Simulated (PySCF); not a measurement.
**Correlation energy of O (oxygen, neutral)**

[He] 2s2 2p4, high-spin 3P determinant. Computed with PySCF 2.14 in 6-31G* (3s2p1d, 14 functions), with no relativity, point nucleus. Frozen: 1s2; 6 electrons correlated.

MP2 pair energies summed by pair of shells (mhartree):

```json
{"pair": "2p-2p", "energy": "-46.25", "share (%)": "48.7"}
{"pair": "2s-2p", "energy": "-41.84", "share (%)": "44.1"}
{"pair": "2s-2s", "energy": "-6.89", "share (%)": "7.3"}
```

Total MP2 correlation energy: -94.98 mhartree.

Same-spin part -24.44 and opposite-spin part -70.54 mhartree; SCS-MP2 scales them by 1/3 and 6/5 to -92.80 mhartree.

| level | correlation energy (mhartree) |
| --- | --- |
| CCSD | -110.73 |
| (T) | -0.84 |
| CCSD(T) | -111.57 |

Diagnostics: T1 = 0.0051, D1 = 0.0090, largest double amplitude 0.055.

Q: Is a single reference adequate?

A: Yes: T1 lies below 0.03 and no double amplitude reaches 0.07.
